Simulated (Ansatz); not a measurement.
`C[O][SnH]([F])[Cl]` + H₂S → `[F][SnH]([SH])[Cl]` + CH₃OH at 400 K and 1 bar (ligand exchange at the Sn–O bond).

Calculated with Ansatz (gas phase, PBE0-D4/def2-TZVP geometries, no zero-point term in ΔE). CCSD(T)/CBS adds triple-zeta CCSD(T) − MP2 to the extrapolated MP2 energy (def2 sets, frozen cores). This one scheme is used for every species. def2 core potentials past Kr. For Sn outer-core shells are correlated without core-valence functions, which leaves a few kJ/mol of doubt a bond. One conformer a species, not always the lowest.

| species | CCSD(T)/CBS energy (Eh) | H − E (kJ/mol) | S (J/(mol·K)) |
| --- | --- | --- | --- |
| `C[O][SnH]([F])[Cl]` | -889.30712 | 171.0 | 417.1 |
| H₂S | -398.97279 | 53.4 | 215.9 |
| `[F][SnH]([SH])[Cl]` | -1172.67563 | 81.0 | 390.1 |
| CH₃OH | -115.61712 | 151.2 | 252.6 |

H − E and S are ideal-gas, rigid-rotor, harmonic terms from PBE0-D4/def2-TZVP, for one conformer and one mirror image of each species. 1 Eh = 2625.50 kJ/mol, R = 8.31446 J/(mol·K).

By hand: ΔE, ΔH, ΔS and ΔG.

ΔE = (-1172.67563) + (-115.61712) − (-889.30712) − (-398.97279) = -0.01284 Eh = -33.7 kJ/mol. Δ(H − E) = 81.0 + 151.2 − 171.0 − 53.4 = 7.8, so ΔH = -25.9 kJ/mol. ΔS = 390.1 + 252.6 − 417.1 − 215.9 = 9.7 J/(mol·K). ΔG = -25.9 − 400 × (9.7)/1000 = -29.8 kJ/mol.

By hand: the equilibrium constant, and the temperature at which ΔG would vanish if ΔH and ΔS stayed fixed.

log₁₀ K = −ΔG/(RT ln 10) = 3.9. ΔH and −TΔS have one sign here, so there is no such temperature.

The number of gas molecules stays the same, so ΔS is small and ΔH decides. A doubt of 5 kJ/mol in ΔE shifts log₁₀ K by 0.7 here. Other conformers and mirror images would add mixing entropy, several J/(mol·K) or more a flexible species. Modes under 60 cm⁻¹, often nearly free rotors, make the harmonic entropy too high. These are equilibria of isolated gas molecules and say nothing of rates. Largest T1 diagnostic: 0.014 (customary marks: 0.02 for closed shells, 0.045 for open ones).

ΔS is within the doubt of such terms, so its sign, and with it that verdict, could turn.
